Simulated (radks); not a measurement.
Results of a calculation; reference values are marked as such.
Species: Cs2+. Configuration: [Kr] 4d10 5s2 5p4.5 5d0.5 (fractional occupations, a model configuration). Code: a radial shooting solver on a logarithmic mesh with Libxc functionals. Model: Dirac Kohn-Sham, PBE, spin-unpolarised, spherical densities, finite nucleus; open shells fill j = l - 1/2 first; Fermi nuclear charge, rms radius 4.8041 fm.

Unscreened Slater integrals over Kohn-Sham orbitals (eV). Large and small components are both included. Empty in this configuration: 5d5/2.

integral,value
"F0(5d3/2,5d3/2)",8.4822
"F2(5d3/2,5d3/2)",4.4648
"F0(5d3/2,5p3/2)",9.7999
"F2(5d3/2,5p3/2)",4.7213
"G1(5d3/2,5p3/2)",5.4514
"G3(5d3/2,5p3/2)",3.3760
"F0(5d3/2,5p1/2)",9.9031
"G1(5d3/2,5p1/2)",5.1825
"F0(5d3/2,5s1/2)",10.191
"G2(5d3/2,5s1/2)",3.2824
"F0(5d3/2,5d5/2)",8.4322
"F2(5d3/2,5d5/2)",4.4386
"G2(5d3/2,5d5/2)",4.4376
"G4(5d3/2,5d5/2)",2.9429
"F0(5p3/2,5p3/2)",12.256
"F2(5p3/2,5p3/2)",6.6355
"F0(5p3/2,5p1/2)",12.492
"G2(5p3/2,5p1/2)",6.7281
"F0(5p3/2,5s1/2)",13.171
"G1(5p3/2,5s1/2)",8.7172
"F0(5p3/2,5d5/2)",9.7159
"F2(5p3/2,5d5/2)",4.6459
"G1(5p3/2,5d5/2)",5.3087
"G3(5p3/2,5d5/2)",3.2899
"F0(5p1/2,5p1/2)",12.747
"F0(5p1/2,5s1/2)",13.485
"G1(5p1/2,5s1/2)",9.1870
"F0(5p1/2,5d5/2)",9.8157
"G3(5p1/2,5d5/2)",3.1259
"F0(5s1/2,5s1/2)",14.405
"F0(5s1/2,5d5/2)",10.094
"G2(5s1/2,5d5/2)",3.1588
"F0(5d5/2,5d5/2)",8.3832
"F2(5d5/2,5d5/2)",4.4141
"F4(5d5/2,5d5/2)",2.9275
